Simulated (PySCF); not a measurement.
## Name the molecule from its bond curve

A diatomic of charge 0 contains Cd. Its singlet curve at PBE in a double-zeta basis (scalar-relativistic core potentials, PySCF), in eV from the separated fragments:

```
R (Å)  E (eV)
3.087  -0.061
3.230  -0.090
3.374  -0.102
3.481  -0.103
3.589  -0.101
3.697  -0.096
3.840  -0.087
4.020  -0.075
4.235  -0.060
4.522  -0.044
```

The fit gives ωe = 70.4 cm⁻¹ and the rotational constant Bₑ = 0.07086 cm⁻¹.

Which atom is the partner?

The minimum lies at 3.465 Å, so the reduced mass is 16.8576 u Å² cm⁻¹/(Bₑ·Re²) = 19.81 u. With Cd at 113.90 u the partner weighs about 24.0 u: Mg. The molecule is MgCd.

Closed-shell solutions of metal pairs were not tested for spin polarisation, which can lower them a little.
